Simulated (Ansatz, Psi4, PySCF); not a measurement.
C2H4NO (SMILES CC([NH-])=O), charge -1, singlet, geometry from GFN2-xTB. Base run: WB97X-V/cc-pVDZ (PySCF).

PySCF was given this input:
```python
from pyscf import gto, scf, dft

mol = gto.M(
    atom='''
O     0.44102955    1.19748662    0.47680953
C     0.16163575    0.06201656    0.02088216
N     0.95199448   -0.88773121   -0.38661403
C    -1.33545762   -0.32173137   -0.09676049
H    -1.85084567    0.40012995   -0.73220856
H    -1.43095332   -1.31866720   -0.52101978
H    -1.79883849   -0.29696355    0.89081905
H     1.93137104   -0.59198498   -0.29049862
''',
    basis='cc-pvdz',
    charge=-1,
    verbose=3,
)

mf = dft.RKS(mol)
mf.xc = 'wb97x_v'
mf.kernel()
```

The same geometry, method and basis name were run in Ansatz (a quantum-chemistry and plane-wave program) and Psi4 and PySCF, at each program's defaults and at the settings that a row names. The base is PySCF at its defaults. Differences at the defaults can come from grids, fitting, cores and function types together.

```json
[
 {"code and settings": "PySCF, defaults (exact integrals, its default grid, spherical functions)", "ΔE vs base (mEh)": "0.000", "basis functions": "76", "E (Eh)": "-208.54783", "SCF cycles": "10"},
 {"code and settings": "Psi4, defaults (density fitting with its default set, its default grid, spherical functions)", "ΔE vs base (mEh)": "-0.156", "basis functions": "76", "E (Eh)": "-208.54798", "SCF cycles": "9"},
 {"code and settings": "Ansatz, defaults (factorised integrals, its default grid, spherical functions)", "ΔE vs base (mEh)": "0.012", "basis functions": "76", "E (Eh)": "-208.54781", "SCF cycles": "-"},
 {"code and settings": "PySCF, density fitting with def2-universal-jkfit", "ΔE vs base (mEh)": "-0.046", "basis functions": "76", "E (Eh)": "-208.54787", "SCF cycles": "10"},
 {"code and settings": "PySCF, fine grid", "ΔE vs base (mEh)": "0.001", "basis functions": "76", "E (Eh)": "-208.54782", "SCF cycles": "10"},
 {"code and settings": "Psi4, exact integrals, spherical functions, fine grid", "ΔE vs base (mEh)": "-0.001", "basis functions": "76", "E (Eh)": "-208.54783", "SCF cycles": "12"},
 {"code and settings": "Ansatz, high accuracy", "ΔE vs base (mEh)": "0.001", "basis functions": "76", "E (Eh)": "-208.54782", "SCF cycles": "-"}
]
```
